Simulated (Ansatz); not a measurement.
Basis-set extrapolation for C4H3F3, SMILES `FC1=C[C@H](F)[C@@H]1F` (PBE0-D4/def2-TZVP geometry, frozen core, Ansatz). Multiplicity 1, RHF reference.

|  | def2-TZVPP | def2-QZVPP |
| --- | --- | --- |
| HF | -451.648489 | -451.667937 |
| MP2 correlation | -1.367982 | -1.481535 |
| CCSD(T) correlation | -1.441806 | not run |

Energies in hartree. Use E(X) = E(∞) + A·exp(−7.88·√X) for Hartree–Fock and E(X) = E(∞) + B·X^(−2.97) for correlation, with X = 3 and 4, and add CCSD(T) minus MP2 of the smaller set to the MP2 limit.

Task: What is the CCSD(T) energy at the basis-set limit?

Result: HF limit: -451.667937 + (-0.019448) × 0.13774 = -451.67062. MP2 limit: -1.481535 + (-0.113553) × 0.74074 = -1.56565. Higher-order term: -1.441806 − (-1.367982) = -0.07382. Total: -453.31009 hartree, 137.9 kcal/mol below CCSD(T)/def2-TZVPP.
